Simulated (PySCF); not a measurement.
Calculation: PBE-D3(BJ)/def2-TZVP // r2SCAN-D4/def2-TZVP in PySCF 2.14.0. Gas-phase values, no solvent. One relaxed conformer stands for a flexible species; it need not be the lowest. Delta-SCF ions had no search for a lower state. Excitations are Tamm–Dancoff values on a coarser integration grid. The basis has no diffuse functions, so Rydberg states are missing or too high.

Reference species (SMILES): `C(N)(C)=S` (neutral, multiplicity 1).

| Quantity | Value |
|---|---|
| T1 excitation (TDA) | 2.87 eV |
| vertical ionisation energy (Delta-SCF) | 8.25 eV |
| S1 oscillator strength | 0.000 |

Changed species: `C=C(N)S`.

### Question
Predict the effect on the T1 excitation (TDA), vertical ionisation energy (Delta-SCF) and S1 oscillator strength.

### Answer
the T1 excitation (TDA) rises by 0.99 eV, to 3.86 eV; the vertical ionisation energy (Delta-SCF) falls by 0.09 eV, to 8.16 eV; the S1 oscillator strength goes up by 0.016, to 0.016.
